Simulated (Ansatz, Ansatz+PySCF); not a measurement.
```xyz
8

C     0.2563    0.8662    0.2271
O    -0.6990    0.8871    0.9159
O     0.6381   -0.1462   -0.5163
C    -0.1503   -1.3175   -0.4949
H     0.9568    1.7002    0.1189
H     0.3334   -2.0209   -1.1643
H    -0.1979   -1.7292    0.5111
H    -1.1605   -1.1060   -0.8392
```

Basis set: def2-SVP (spherical functions). Left uncorrelated: 4 orbitals. Charge 0, multiplicity 3.

Computed with Ansatz (development build ahead of 0.2.0); each method stands on the lowest determinant of its kind that the runs found.

The atomization energy at this shape (free ground-state atoms in the same class of orbitals less the molecule, no zero-point energy) of triplet C2H4O2:

```json
{"method": "UHF", "atomization energy": "447.46 kcal/mol"}
```

(1) What does UHF-MP2 give?

## Answers

(1) 617.96 kcal/mol. Caution: another spin multiplicity may lie lower; the shape is not the minimum.
